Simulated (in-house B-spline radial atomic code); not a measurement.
Configurations of the arsenic ion As⁷⁺, with energies counted from [Ar] 3d8. All numbers are computed (non-relativistic LDA VWN5, spin-polarised, spherical fractional occupations; point nucleus) with an all-electron radial atomic-structure program (B-spline basis), not measured. Shells without spins written out take the highest spin.

Occupations are held fixed; configurations that lie above the ionisation limit could autoionise.

```
                                              configuration  E - E(ref) (eV)  highest orbital  its <r> (bohr)
                                      [Ar] 3d(4 up, 4 down)           1.5747            3d up          0.6087
                                               [Ar] 3d7 4s1           64.675            4s up           1.424
                                               [Ar] 3d7 4d1           104.24            4d up           1.739
                                               [Ar] 3d7 4f1           125.84            4f up           2.049
[Ne] 3s2 3p(3 up, 2 down) 3d(3 up, 5 down) 4s(1 up, 0 down)           159.73            4s up            1.43
                                       [Ne] 3s2 3p5 3d8 4p1           171.02            4p up           1.517
[Ne] 3s2 3p(2 up, 3 down) 3d(3 up, 5 down) 4p(1 up, 0 down)           171.95            4p up            1.53
```

Task: Order these further configurations by energy, lowest first.
A. [Ne] 3s2 3p5 3d9
B. [Ar] 3d(4 up, 3 down) 4p(1 up, 0 down)
C. [Ne] 3s2 3p5 3d8 4d1
D. [Ne] 3s2 3p5 3d8 4s1
E. [Ne] 3s2 3p(3 up, 2 down) 3d(4 up, 5 down)

Result: B (83.561 eV), A (91.196 eV), E (92.715 eV), D (155.8 eV), C (195.46 eV).

Task: How far above the reference does [Ar] 3d7 4p1 lie?

Result: 79.886 eV; its least bound orbital is 4p up with <r> = 1.518 bohr.

Task: How far above the reference does [Ne] 3s2 3p5 3d8 4f1 lie?

Result: 216.99 eV; its least bound orbital is 4f up with <r> = 2.047 bohr.
